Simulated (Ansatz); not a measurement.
Job for Ansatz (a program for electronic structure): R-PBE0/def2-TZVPP on CH4 (SMILES C).

Ansatz 0.2 input:
```yaml
crystal:
  periodic: [false, false, false]
  atoms:
    - {symbol: C, position_ang: [0.00000000, 0.00000000, -0.00000000]}
    - {symbol: H, position_ang: [0.62892441, 0.62892441, 0.62892441]}
    - {symbol: H, position_ang: [-0.62892441, -0.62892441, 0.62892441]}
    - {symbol: H, position_ang: [0.62892442, -0.62892442, -0.62892441]}
    - {symbol: H, position_ang: [-0.62892442, 0.62892442, -0.62892441]}
basis:
  gaussian:
    orbitals: def2-TZVPP
hamiltonian:
  xc: {name: PBE0}
scf: {lower_state_search: off}
```

The log:

```
WARN ansatz: RAYON_NUM_THREADS=4 ignored (pool sized by the plan → 4); use --threads N
Functional definition: PBE0
these checks for a lower state are left out or cut short: stability, starts, cluster_reference, orbital_swaps, neighbouring_geometries, increment
integrals: 0.01 GiB planned
416 factors; their error is unknown
mean field: 0.17 GiB planned
mean field evaluation 1: about -1096.8660 eV, gradient 4.5e1 eV
mean field evaluation 2: about -1096.2068 eV, gradient 4.5e1 eV
mean field evaluation 4: about -1101.3990 eV, gradient 4.6e-2 eV
mean field evaluation 8: about -1101.3921 eV, gradient 7.6e-4 eV
mean field -1101.39213173 eV, -40.4754142906 hartree, gradient 2.7e-6 eV, S^2 0.000000; 0 other end points of the search recorded, 0 dependent functions left out
reference -1101.39215245 eV, -40.4754150520 hartree; 5, 5 occupied and 82, 82 virtual orbitals, 416 factors
Total energy: -1101.39215245 eV, -40.4754150520 hartree
Checks for a lower state left out: stability, starts, cluster_reference, orbital_swaps, neighbouring_geometries, increment
```

The run converged.

Cost: about 0.6 core-seconds (a rough figure).
